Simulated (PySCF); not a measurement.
## Spin states of SnN

Unrestricted PBE0; basis Sn cc-pVDZ-PP with ECP28, N cc-pVDZ; scalar-relativistic core potentials; PySCF 2.14. Outer shells of the fragments: Sn 4d10 5s2 5p2; N 2s2 2p3.

Followed along the bond (rough minima from three points):

| 2Ms+1 | unpaired | ⟨S²⟩ at the start | R at minimum (Å) | Te (eV) |
| --- | --- | --- | --- | --- |
| 2 | π ↑ | 0.98 | 1.99 | 0.00 |
| 2 | σ ↑ | 1.20 | 1.89 | 0.08 |
| 4 | π ↑↑↑ | 3.76 | none in the scan | ≤ 1.06 |
| 4 | σ ↑, π ↑↑ | 3.79 | none in the scan | ≤ 1.53 |
| 6 | σ ↑, π ↑↑↑↑ | 8.76 | none in the scan | ≤ 2.79 |

Solutions found at the starting distance of 2.005 Å, counted from the lowest of them; the search is not exhaustive and high or unbound solutions are not listed, so other states can lie among these:

```csv
2Ms+1,unpaired,term,E (eV),⟨S²⟩,⟨Lz²⟩,μ (D)
2,π ↑,²Π,0.00,0.98,1.00,-2.98
2,σ ↑,mixed,0.22,1.20,0.00,-3.11
4,π ↑↑↑,⁴Π,1.38,3.76,1.00,-1.19
4,"σ ↑, π ↑↑",mixed,1.57,3.79,2.01,-1.91
2,π ↑↑↓,mixed,1.98,1.76,3.01,-1.16
4,"σ ↑, π ↑↑",mixed,1.99,3.76,2.00,-2.09
2,"σ ↓, π ↑↑",mixed,2.20,1.77,2.01,-2.05
2,"σ ↑, π ↑↓",mixed,2.34,1.76,2.03,-2.28
2,"σ ↓, π ↑↑",mixed,2.65,1.77,2.00,-2.26
6,"σ ↑, π ↑↑↑↑",⁶Σ⁺,3.40,8.76,0.00,0.56
```

A term symbol is given only where ⟨S²⟩ and ⟨Lz²⟩ are close to those of a pure state; real π, δ and φ orbitals otherwise mix terms. A positive dipole means Sn(−)N(+).

Compare the gap between the two lowest followed solutions at the starting distance with the gap between their minima.

At PBE0 the second solution (Ms = 0.5 of mixed spin, unpaired electrons σ ↑) lies +0.22 eV from the first (doublet, unpaired electrons π ↑) at 2.005 Å and +0.08 eV at the minima; the two curves relax by different amounts, since their minima lie near 1.89 and 1.99 Å.

Spin–orbit coupling is left out.
